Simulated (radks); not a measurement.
The nitrogen anion N2-, [He] 2s2 2p5, held by a Watson sphere: a shell of charge +2 at radius R that stands for the Madelung well of a crystal (potential energy -2/R inside, -2/r outside, in hartree with lengths in bohr). All-electron calculation, scalar-relativistic Kohn-Sham, PBE, spin-polarised, spherical densities, finite nucleus; open shells are filled with parallel spins first; Fermi nuclear charge, rms radius of each element as measured or else 0.836 A^(1/3) + 0.57 fm. Program: a radial shooting solver on a logarithmic mesh with Libxc functionals. Response by self-consistent Sternheimer equations with the Hartree and adiabatic LDA kernel, the relativistic mass of each level held fixed and spin-orbit coupling left out. The sphere does not respond.

| R (bohr) | e(2s down) (eV) | e(2p up) (eV) | e(2p down) (eV) | <r> 2p (bohr) | sum of <r^2> (bohr^2) | X-ray form factor at sin(theta)/lambda = 0.3 1/angstrom | alpha (bohr^3) |
|---|---|---|---|---|---|---|---|
| 1.67 | -18.990 | -8.559 | -7.499 | 1.612 | 20.88 | 3.414 | 13.04 |
| 2.57 | -15.704 | -5.993 | -5.067 | 1.914 | 28.29 | 3.192 | 30.79 |
| 3.25 | -14.151 | -4.636 | -3.744 | 2.150 | 34.21 | 3.177 | 58.37 |
| 3.86 | -13.225 | -3.798 | -2.892 | 2.400 | 40.16 | 3.183 | 104.2 |
